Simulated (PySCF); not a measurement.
## Spin-rotation constants: `N#CC[Si@@H]([GeH3])C[SiH3]`, C$_{3}$H$_{11}$GeNSi$_{2}$

Molfile (atoms numbered from 1):
```
C3H11GeNSi2
     RDKit          3D

 18 17  0  0  0  0  0  0  0  0999 V2000
   -3.3507   -1.3732    0.8733 N   0  0  0  0  0  0  0  0  0  0  0  0
   -2.2411   -1.4558    0.6022 C   0  0  0  0  0  0  0  0  0  0  0  0
   -0.8677   -1.5022    0.2276 C   0  0  0  0  0  0  0  0  0  0  0  0
   -0.5597   -0.1896   -1.1474 Si  0  0  1  0  0  4  0  0  0  0  0  0
   -1.3281    1.8833   -0.3717 Ge  0  0  0  0  0  4  0  0  0  0  0  0
    1.3038   -0.1750   -1.5335 C   0  0  0  0  0  0  0  0  0  0  0  0
    2.4670    0.0502   -0.0421 Si  0  0  0  0  0  4  0  0  0  0  0  0
   -0.2567   -1.2779    1.1032 H   0  0  0  0  0  0  0  0  0  0  0  0
   -0.6205   -2.5054   -0.1191 H   0  0  0  0  0  0  0  0  0  0  0  0
   -1.3185   -0.6370   -2.3297 H   0  0  0  0  0  0  0  0  0  0  0  0
   -2.2311    2.6071   -1.3231 H   0  0  0  0  0  0  0  0  0  0  0  0
   -2.0999    1.8434    0.9082 H   0  0  0  0  0  0  0  0  0  0  0  0
   -0.2464    2.8914   -0.1059 H   0  0  0  0  0  0  0  0  0  0  0  0
    1.5742   -1.0901   -2.0595 H   0  0  0  0  0  0  0  0  0  0  0  0
    1.4828    0.6384   -2.2365 H   0  0  0  0  0  0  0  0  0  0  0  0
    2.4803   -1.1908    0.7408 H   0  0  0  0  0  0  0  0  0  0  0  0
    1.9833    1.1543    0.7928 H   0  0  0  0  0  0  0  0  0  0  0  0
    3.8202    0.3352   -0.5209 H   0  0  0  0  0  0  0  0  0  0  0  0
  1  2  3  0
  2  3  1  0
  3  4  1  0
  4  5  1  0
  4  6  1  0
  6  7  1  0
  3  8  1  0
  3  9  1  0
  4 10  1  6
  5 11  1  0
  5 12  1  0
  5 13  1  0
  6 14  1  0
  6 15  1  0
  7 16  1  0
  7 17  1  0
  7 18  1  0
M  END
```

Level of theory: GIAO wB97X-D/pcSseg-1 magnetisability, rotational g tensor and spin-rotation constants, non-relativistic, gas phase in PySCF 2.14.0. Geometry: GFN2-xTB.

The calculation is non-relativistic, which matters for the atoms heavier than Zn.

**Question.** Give the nuclear spin-rotation constants along the inertial axes (H = +C I·J) beside the isotropic shieldings.

**Answer.** Rotational constants 1.2069, 0.8179, 0.5644 GHz. A star marks the isotopologue with that one atom substituted, in its own axes.
| atom | isotope | Caa (kHz) | Cbb (kHz) | Ccc (kHz) | mean (kHz) | σ (ppm) |
| --- | --- | --- | --- | --- | --- | --- |
| N1 | 14N | 0.026 | 0.186 | 0.125 | 0.112 | -29.7 |
| H8 | 1H | -0.118 | -0.089 | -0.004 | -0.070 | 30.3 |
| H9 | 1H | -0.126 | -0.012 | -0.052 | -0.064 | 30.2 |
| H10 | 1H | -0.093 | -0.072 | 0.016 | -0.050 | 27.0 |
| H11 | 1H | -0.073 | -0.044 | -0.030 | -0.049 | 28.6 |
| H12 | 1H | -0.058 | -0.072 | -0.016 | -0.049 | 28.4 |
| H13 | 1H | -0.062 | -0.032 | -0.045 | -0.046 | 28.7 |
| H14 | 1H | -0.114 | -0.054 | -0.041 | -0.070 | 31.7 |
| H15 | 1H | -0.130 | -0.032 | -0.052 | -0.072 | 32.1 |
| H16 | 1H | -0.114 | 0.017 | -0.046 | -0.047 | 28.0 |
| H17 | 1H | -0.077 | -0.039 | -0.023 | -0.046 | 27.9 |
| H18 | 1H | 0.031 | -0.067 | -0.053 | -0.029 | 27.8 |
| C2 | 13C* | -0.007 | 0.374 | 0.257 | 0.208 | 63.0 |
| C3 | 13C* | 0.118 | 0.098 | 0.067 | 0.094 | 187.5 |
| Si4 | 29Si* | -0.693 | -0.493 | -0.351 | -0.512 | 377.9 |
| Ge5 | 73Ge* | -0.272 | -0.179 | -0.128 | -0.193 | 1708.9 |
| C6 | 13C* | 0.133 | 0.063 | 0.060 | 0.085 | 197.9 |
| Si7 | 29Si* | -0.661 | -0.457 | -0.288 | -0.468 | 425.5 |

For the geometry as given, no vibrational averaging.

**Question.** How do the rotational constants and the g tensor change when H8, H9, H10, H11, H12, H13, H14, H15, H16, H17, H18 are replaced by deuterium?

**Answer.** Constants 1.0841, 0.7352, 0.5181 GHz; g -0.0084, -0.0125, -0.0092, against -0.0090, -0.0140, -0.0099 before.
